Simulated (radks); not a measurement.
Problem. Neutral chlorine, 17 electrons, occupied as [Ne] 3s2 3p5. Method: scalar-relativistic Kohn-Sham, MS2 meta-GGA, spin-polarised, spherical densities, finite nucleus; open shells are filled with parallel spins first; meta-GGA in the generalised Kohn-Sham scheme; Fermi nuclear charge, rms radius 3.3654 fm; computed with a radial shooting solver on a logarithmic mesh with Libxc functionals. Some entries of the table are withheld. Estimate them.

orbital  occ.  eigenvalue (eV)  r(max) (bohr)
1s up       1        -2760.849        0.05946
1s down     1        -2760.678        0.05946
2s up       1        -257.4312         0.3605
2s down     1        -257.3502         0.3607
2p up       3              (1)         0.3028
2p down     3              (2)         0.3030
3s up       1         -22.3464          1.292
3s down     1         -21.0650          1.293
3p up       3              (3)          1.433
3p down     2              (4)          1.438

Solution. 
(1) 2p up eigenvalue (eV): -193.2027
(2) 2p down eigenvalue (eV): -192.9912
(3) 3p up eigenvalue (eV): -9.3385
(4) 3p down eigenvalue (eV): -8.2111
